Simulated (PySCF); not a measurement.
Point-charge models of `CC#C[Si@]1(C)CC[SiH2]O1` against its computed dipole.

Coordinates (GFN2-xTB, Å) and charges (e) from the PBE0/pcSseg-1 density (PySCF):

```tsv
atom	x	y	z	Mulliken	IAO	Hirshfeld	ESP-fitted
C1	3.662	0.531	-1.640	-0.1607	-0.4400	-0.0934	-0.5758
C2	2.443	0.309	-0.896	-0.1726	+0.0049	-0.0263	+0.3340
C3	1.428	0.128	-0.271	-0.3904	-0.3985	-0.1882	-0.6469
Si4	-0.131	-0.211	0.667	+1.1633	+1.2587	+0.4574	+1.0082
C5	0.226	-0.953	2.370	-0.6304	-0.7338	-0.2140	-0.9351
C6	-1.399	-1.141	-0.420	-0.5699	-0.5546	-0.1644	-0.2752
C7	-2.242	-0.076	-1.138	-0.5550	-0.5545	-0.1637	-0.2256
Si8	-2.330	1.454	0.000	+0.8438	+0.9996	+0.4027	+0.5059
O9	-0.970	1.197	0.868	-0.7459	-0.8850	-0.3179	-0.5086
H10	3.449	0.558	-2.708	+0.1519	+0.1743	+0.0629	+0.1880
H11	4.370	-0.273	-1.441	+0.1521	+0.1747	+0.0631	+0.1854
H12	4.111	1.479	-1.344	+0.1547	+0.1762	+0.0642	+0.1932
H13	-0.682	-1.108	2.942	+0.1388	+0.1591	+0.0457	+0.2202
H14	0.733	-1.906	2.273	+0.1379	+0.1582	+0.0423	+0.2155
H15	0.871	-0.292	2.939	+0.1469	+0.1655	+0.0473	+0.2525
H16	-2.049	-1.746	0.215	+0.1375	+0.1435	+0.0367	+0.0763
H17	-0.944	-1.822	-1.139	+0.1461	+0.1520	+0.0368	+0.0618
H18	-1.737	0.207	-2.065	+0.1475	+0.1489	+0.0383	+0.0732
H19	-3.213	-0.477	-1.428	+0.1408	+0.1467	+0.0358	+0.0647
H20	-3.452	1.433	0.936	-0.1203	-0.1523	-0.0850	-0.1076
H21	-2.154	2.725	-0.690	-0.1161	-0.1435	-0.0805	-0.1041
```

Question: Form Σ q r in debye for every column and set it beside the full dipole.

Answer: The full density gives (0.83, -1.13, -1.30) D, 1.91 D in size; dipole vectors point from the negative to the positive end.

```
    scheme     μx     μy     μz  size (D)  share of the full size (%)  angle to the full dipole (°)
  Mulliken   2.08  -0.13  -1.59      2.62                         137                            38
       IAO  -0.21  -0.83  -1.57      1.79                          93                            35
 Hirshfeld   0.75  -0.40  -0.77      1.15                          60                            19
ESP-fitted   0.82  -1.14  -1.32      1.93                         101                             1
```

Question: Which set comes closest?

Answer: Length of the difference vector: ESP-fitted 0.02 D, Hirshfeld 0.90 D, IAO 1.12 D, Mulliken 1.62 D. Closest: ESP-fitted. ESP charges are fitted to the potential around the molecule, whose slowest-falling term is the dipole's. The schemes that divide the density aren't constrained to reproduce the dipole.

Question: What is left for the Hirshfeld atoms' own dipoles?

Answer: The shares of the density sum to the whole, so what Σ q r misses lies in dipoles about the nuclei. The atomic dipoles sum to (0.83, -1.13, -1.30) − (0.75, -0.40, -0.77) = (0.08, -0.73, -0.53) D, 0.90 D in size.

Question: With the origin at the mean of the coordinates, (0.000, 0.001, -0.094) Å, which are the largest single terms, by size, of the Mulliken dipole along the direction of the full one?

Answer: Si8 -7.84, O9 +6.38, C5 +3.08, Si4 -2.51, H11 +2.18 D; all 21 atoms together +2.06 D. The single terms depend on the origin, their sum doesn't.

Question: Give the size of the full dipole in other units.

Answer: 1.91 D = 0.753 au = 0.399 e·Å = 6.39 × 10⁻³⁰ C·m.

The structure is a single GFN2-xTB conformer in the gas phase; no vibrational or solvent corrections. GFN2-xTB frequencies show an imaginary mode (22i cm⁻¹), so this geometry is no minimum at that level.
